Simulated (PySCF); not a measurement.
PBE0-D3(BJ)/def2-SVP geometry optimisation, gas phase with PySCF 2.14 and geomeTRIC: CrBr4, charge 0, multiplicity 3. Start (model start, shaken):

```
5

Cr    0.0000    0.0045   -0.0041
Br    1.3088    1.3153    1.3073
Br   -1.3212   -1.3020    1.3148
Br   -1.3314    1.3295   -1.3168
Br    1.3237   -1.3361   -1.3226
```

```json
{"step": "0", "E − E(start) / kcal mol⁻¹": "0.00", "largest force / Eh bohr⁻¹": "0.00846"}
{"step": "1", "E − E(start) / kcal mol⁻¹": "-0.78", "largest force / Eh bohr⁻¹": "0.00090"}
{"step": "2", "E − E(start) / kcal mol⁻¹": "-0.76", "largest force / Eh bohr⁻¹": "0.00029"}
{"step": "3", "E − E(start) / kcal mol⁻¹": "-0.77", "largest force / Eh bohr⁻¹": "0.00042"}
{"step": "4", "E − E(start) / kcal mol⁻¹": "-0.78", "largest force / Eh bohr⁻¹": "0.00069"}
{"step": "5", "E − E(start) / kcal mol⁻¹": "-0.78", "largest force / Eh bohr⁻¹": "0.00080"}
{"step": "6", "E − E(start) / kcal mol⁻¹": "-0.78", "largest force / Eh bohr⁻¹": "0.00075"}
{"step": "7", "E − E(start) / kcal mol⁻¹": "-0.78", "largest force / Eh bohr⁻¹": "0.00072"}
{"step": "8", "E − E(start) / kcal mol⁻¹": "-0.78", "largest force / Eh bohr⁻¹": "0.00070"}
{"step": "9", "E − E(start) / kcal mol⁻¹": "-0.78", "largest force / Eh bohr⁻¹": "0.00069"}
{"step": "10", "E − E(start) / kcal mol⁻¹": "-0.78", "largest force / Eh bohr⁻¹": "0.00066"}
{"step": "11", "E − E(start) / kcal mol⁻¹": "-0.78", "largest force / Eh bohr⁻¹": "0.00065"}
{"step": "12", "E − E(start) / kcal mol⁻¹": "-0.78", "largest force / Eh bohr⁻¹": "0.00063"}
{"step": "13", "E − E(start) / kcal mol⁻¹": "-0.78", "largest force / Eh bohr⁻¹": "0.00061"}
{"step": "14", "E − E(start) / kcal mol⁻¹": "-0.78", "largest force / Eh bohr⁻¹": "0.00059"}
{"step": "15", "E − E(start) / kcal mol⁻¹": "-0.77", "largest force / Eh bohr⁻¹": "0.00057"}
{"step": "16", "E − E(start) / kcal mol⁻¹": "-0.77", "largest force / Eh bohr⁻¹": "0.00055"}
{"step": "17", "E − E(start) / kcal mol⁻¹": "-0.77", "largest force / Eh bohr⁻¹": "0.00053"}
{"step": "18", "E − E(start) / kcal mol⁻¹": "-0.77", "largest force / Eh bohr⁻¹": "0.00051"}
{"step": "19", "E − E(start) / kcal mol⁻¹": "-0.77", "largest force / Eh bohr⁻¹": "0.00049"}
{"step": "20", "E − E(start) / kcal mol⁻¹": "-0.77", "largest force / Eh bohr⁻¹": "0.00047"}
{"step": "21", "E − E(start) / kcal mol⁻¹": "-0.77", "largest force / Eh bohr⁻¹": "0.00045"}
{"step": "22", "E − E(start) / kcal mol⁻¹": "-0.77", "largest force / Eh bohr⁻¹": "0.00043"}
{"step": "23", "E − E(start) / kcal mol⁻¹": "-0.77", "largest force / Eh bohr⁻¹": "0.00041"}
{"step": "24", "E − E(start) / kcal mol⁻¹": "-0.77", "largest force / Eh bohr⁻¹": "0.00039"}
{"step": "25", "E − E(start) / kcal mol⁻¹": "-0.77", "largest force / Eh bohr⁻¹": "0.00037"}
{"step": "26", "E − E(start) / kcal mol⁻¹": "-0.77", "largest force / Eh bohr⁻¹": "0.00035"}
{"step": "27", "E − E(start) / kcal mol⁻¹": "-0.77", "largest force / Eh bohr⁻¹": "0.00034"}
{"step": "28", "E − E(start) / kcal mol⁻¹": "-0.77", "largest force / Eh bohr⁻¹": "0.00031"}
```

The optimisation met its thresholds. End point:

```
5

Cr   -0.0028    0.0025   -0.0053
Br    1.2929    1.2985    1.2909
Br   -1.3008   -1.2909    1.2925
Br   -1.3014    1.2993   -1.2997
Br    1.2920   -1.2982   -1.2998
```

Metal–donor distances, start → end: Br2 2.270 → 2.245 Å, Br3 2.279 → 2.245 Å, Br4 2.292 → 2.246 Å, Br5 2.299 → 2.246 Å.

No frequencies were computed, so the end point may be a saddle point.

The job took 19 min on one thread of Arm Neoverse V1 (shared host), with 159 basis functions and a peak of 1.1 GiB, launched as `OMP_NUM_THREADS=1 python lf_run.py task.json out`.
